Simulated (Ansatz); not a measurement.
`[SiH3]B[CH2][SnH3]` + `CSS` → `CS[S][SnH3]` + `CB[SiH3]` at 500 K and 1 bar (ligand exchange at the Sn–C bond).

Program: Ansatz. Geometries: PBE0-D4/def2-TZVP. ΔE: electronic, gas phase. CCSD(T)/CBS is the MP2 limit (def2-TZVPP, def2-QZVPP) plus CCSD(T) − MP2 in def2-TZVPP, frozen cores. def2 core potentials past Kr. For Sn outer-core shells are correlated without core-valence functions, which leaves a few kJ/mol of doubt a bond. One conformer a species, not always the lowest.

| species | CCSD(T)/CBS energy (Eh) | H − E (kJ/mol) | S (J/(mol·K)) |
| --- | --- | --- | --- |
| `[SiH3]B[CH2][SnH3]` | -571.32551 | 278.3 | 471.3 |
| `CSS` | -836.00794 | 157.7 | 335.9 |
| `CS[S][SnH3]` | -1051.24276 | 209.2 | 445.4 |
| `CB[SiH3]` | -356.10570 | 230.4 | 372.1 |

H − E and S are ideal-gas, rigid-rotor, harmonic terms from PBE0-D4/def2-TZVP, for one conformer and one mirror image of each species. 1 Eh = 2625.50 kJ/mol, R = 8.31446 J/(mol·K).

Task: By hand: ΔE, ΔH, ΔS and ΔG.

Result: ΔE = (-1051.24276) + (-356.10570) − (-571.32551) − (-836.00794) = -0.01501 Eh = -39.4 kJ/mol. Δ(H − E) = 209.2 + 230.4 − 278.3 − 157.7 = 3.6, so ΔH = -35.8 kJ/mol. ΔS = 445.4 + 372.1 − 471.3 − 335.9 = 10.3 J/(mol·K). ΔG = -35.8 − 500 × (10.3)/1000 = -40.9 kJ/mol.

Task: By hand: the equilibrium constant, and the temperature at which ΔG would vanish if ΔH and ΔS stayed fixed.

Result: log₁₀ K = −ΔG/(RT ln 10) = 4.3. ΔH and −TΔS have one sign here, so there is no such temperature.

The number of gas molecules stays the same, so ΔS is small and ΔH decides. A doubt of 5 kJ/mol in ΔE shifts log₁₀ K by 0.5 here. Other conformers and mirror images would add mixing entropy, several J/(mol·K) or more a flexible species. Modes under 60 cm⁻¹, often nearly free rotors, make the harmonic entropy too high. These are equilibria of isolated gas molecules and say nothing of rates. Largest T1 diagnostic: 0.013 (customary marks: 0.02 for closed shells, 0.045 for open ones).

ΔS is within the doubt of such terms, so its sign, and with it that verdict, could turn.
